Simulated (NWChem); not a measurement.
Everything below was run with NWChem. System: C₂H₆N, charge 0, spin multiplicity 2, at a geometry optimised with UB3LYP/def2-SVP. The structure started from a generated list of species. Its SCF solution wasn't tested for a lower state. Level: UPBE/def2-TZVP.

Part of the output:

```
             Northwest Computational Chemistry Package (NWChem) 7.3.0
             --------------------------------------------------------

                                NWChem Input Module
                                -------------------

 Scaling coordinates for geometry "geometry" by  1.889725989
 (inverse scale =  0.529177249)

                             Geometry "geometry" -> ""
                             -------------------------

 Output coordinates in angstroms (scale by  1.889725989 to convert to a.u.)

  No.       Tag          Charge          X              Y              Z
 ---- ---------------- ---------- -------------- -------------- --------------
    1 C                    6.0000     1.21107300    -0.36344400    -0.24830600
    2 N                    7.0000     0.15892200     0.38675800     0.25587000
    3 C                    6.0000    -1.20545000    -0.01571900    -0.00334300
    4 H                    1.0000     1.06996100    -0.78807200    -1.24687200
    5 H                    1.0000     2.21679200    -0.04958000     0.04190600
    6 H                    1.0000     0.31139400     0.75400600     1.19066300
    7 H                    1.0000    -1.48285100    -0.98195300     0.46768800
    8 H                    1.0000    -1.35915900    -0.12401300    -1.09012900
    9 H                    1.0000    -1.90233000     0.75728200     0.35554800

 Effective nuclear repulsion energy (a.u.)      77.5248212163

            Nuclear Dipole moment (a.u.)
            ----------------------------
        X                 Y               Z
 ---------------- ---------------- ----------------
    -0.0000018897    -0.0000037795    -0.0000000000


 Summary of "ao basis" -> "" (spherical)
 ------------------------------------------------------------------------------
       Tag                 Description            Shells   Functions and Types
 ---------------- ------------------------------  ------  ---------------------
 *                         def2-tzvp                  on all atoms

  pbe96 is a nonlocal functional; adding pw91lda local functional.

                                 NWChem DFT Module
                                 -----------------

 Summary of "ao basis" -> "ao basis" (spherical)
 ------------------------------------------------------------------------------
       Tag                 Description            Shells   Functions and Types
 ---------------- ------------------------------  ------  ---------------------
[...]
    beta      1      2      3      4      5      6      7      8      9     10
 overlap   1.000  1.000  1.000  1.000  0.996  0.995  0.998  0.998  0.996  0.999

   alpha     11     12     13     14     15     16     17     18     19     20
    beta     11     12     13     14     15     16     17     18     19     20
 overlap   0.999  0.990  0.990  0.999  0.999  0.933  0.932  0.988  0.989  0.997

   alpha     21     22     23     24     25     26     27     28     29     30
    beta     21     22     23     25     24     26     27     28     29     30
 overlap   0.996  0.972  0.812  0.667  0.767  0.963  0.978  0.970  0.975  0.994

   alpha     31     32     33     34     35     36     37     38     39     40
    beta     31     33     32     34     35     36     37     38     39     40
 overlap   0.992  0.721  0.710  0.971  0.975  0.997  0.986  0.997  0.998  0.924

   alpha     41     42     43     44     45     46     47     48     49     50
    beta     41     42     43     44     45     46     47     48     49     50
 overlap   0.924  0.973  0.973  0.999  0.988  0.997  0.986  0.953  0.950  0.994

   alpha     51     52     53     54     55     56     57     58     59     60
    beta     51     52     53     54     55     56     57     58     59     60
 overlap   0.993  0.978  0.997  0.902  0.958  0.820  0.874  0.968  0.993  0.985

   alpha     61     62     63     64     65     66     67     68     69     70
    beta     61     62     63     64     65     66     67     68     69     70
 overlap   0.989  0.999  0.995  0.995  0.995  0.984  0.980  0.988  0.996  0.996

   alpha     71     72     73     74     75     76     77     78     79     80
    beta     71     72     73     74     75     76     77     78     79     80
 overlap   0.997  0.997  0.997  0.997  0.992  0.994  0.998  0.994  0.997  0.998

   alpha     81     82     83     84     85     86     87     88     89     90
    beta     81     82     83     84     85     86     87     88     89     90
 overlap   0.998  0.998  1.000  0.999  0.997  0.987  0.995  0.992  0.986  0.987

   alpha     91     92     93     94     95     96     97     98     99    100
    beta     91     92     93     94     95     96     97     98     99    100
 overlap   0.939  0.908  0.978  0.954  0.934  0.933  0.974  0.962  0.955  0.995

   alpha    101    102    103    104    105    106    107    108    109    110
    beta    101    102    103    104    105    106    107    108    109    110
 overlap   0.992  0.980  0.975  0.997  0.998  0.997  0.998  0.999  1.000  0.998

   alpha    111    112    113    114    115    116    117    118    119    120
    beta    111    112    113    114    115    116    117    118    119    120
 overlap   0.996  0.995  0.996  0.999  1.000  1.000  0.999  0.998  0.994  0.993

   alpha    121    122    123    124    125    126    127    128    129
    beta    121    122    123    124    125    126    127    128    129
 overlap   0.997  0.998  1.000  1.000  1.000  1.000  1.000  1.000  1.000

     --------------------------
     Expectation value of S2:
     --------------------------
      <S2> =      0.7527 (Exact =     0.7500)

 center of mass
 --------------
 x =   0.04880724 y =   0.01845240 z =   0.01200249

 moments of inertia (a.u.)
 ------------------
          45.148968734284          16.938929687241          13.436693332451
          16.938929687241         198.154836522114         -15.371142656100
          13.436693332451         -15.371142656100         199.037425898662

     Multipole analysis of the density
     ---------------------------------

     L   x y z        total         alpha         beta         nuclear
     -   - - -        -----         -----         ----         -------
     0   0 0 0     -0.000000    -13.000000    -12.000000     25.000000

     1   1 0 0     -0.375838     -1.032540      0.656704     -0.000002
     1   0 1 0      0.259930      0.457850     -0.197917     -0.000004
     1   0 0 1      0.275649      0.207211      0.068439     -0.000000

     2   2 0 0    -14.810389    -66.322051    -61.036171    112.547833
     2   1 1 0      0.476237      5.789858      4.082851     -9.396473
     2   1 0 1      0.345309      4.589001      3.805996     -8.049688
     2   0 2 0    -16.685554    -18.159634    -14.903647     16.377728
     2   0 1 1      1.553858     -4.533966     -4.832536     10.920359
     2   0 0 2    -14.033815    -17.258103    -15.830699     19.054986

 Task  times  cpu:       38.7s     wall:       38.7s

 Total times  cpu:       38.7s     wall:       38.7s
```

Question: Write an NWChem input that would produce this output.

Answer: This is not unique; one that fits is 
```
start mol
memory heap 200 mb stack 900 mb global 1100 mb
geometry units angstroms nocenter noautoz noautosym
  C      1.211073    -0.363444    -0.248306
  N      0.158922     0.386758     0.255870
  C     -1.205450    -0.015719    -0.003343
  H      1.069961    -0.788072    -1.246872
  H      2.216792    -0.049580     0.041906
  H      0.311394     0.754006     1.190663
  H     -1.482851    -0.981953     0.467688
  H     -1.359159    -0.124013    -1.090129
  H     -1.902330     0.757282     0.355548
end
basis spherical
  * library def2-tzvp
end
dft
  xc xpbe96 cpbe96
  odft
  mult 2
  semidirect memsize 60000000 filesize 0
  iterations 100
end
task dft energy
```
